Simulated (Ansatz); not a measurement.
Input file for Ansatz (a first-principles code): R-wB97M-V/def2-TZVPPD on CH2F4 (a complex). Files ending in .json are basis or fitting sets from the Basis Set Exchange.

Ansatz 0.2 input:
```yaml
crystal:
  periodic: [false, false, false]
  atoms:
    - {symbol: F, position_ang: [0.25024175, 0.23257027, -0.14423264]}
    - {symbol: H, position_ang: [-0.02466204, 0.91421912, 0.42293237]}
    - {symbol: F, position_ang: [-0.17618582, 1.11912090, 2.43881783]}
    - {symbol: C, position_ang: [0.20808908, -0.05605473, 3.00360162]}
    - {symbol: F, position_ang: [-0.83178895, -0.53918166, 3.68689999]}
    - {symbol: F, position_ang: [1.20187801, 0.20666955, 3.85501103]}
    - {symbol: H, position_ang: [0.52625153, -0.74925678, 2.22632362]}
basis:
  gaussian:
    orbitals: def2-TZVPPD.json
hamiltonian:
  xc: {name: wB97M-V}
scf: {lower_state_search: off}
```

Task: Predict the final total energy.

Result: -438.7804 hartree.

Task: How many basis functions does it have, and what does it roughly cost on one machine?

Result: 231 functions; around 8 core-seconds (rough).
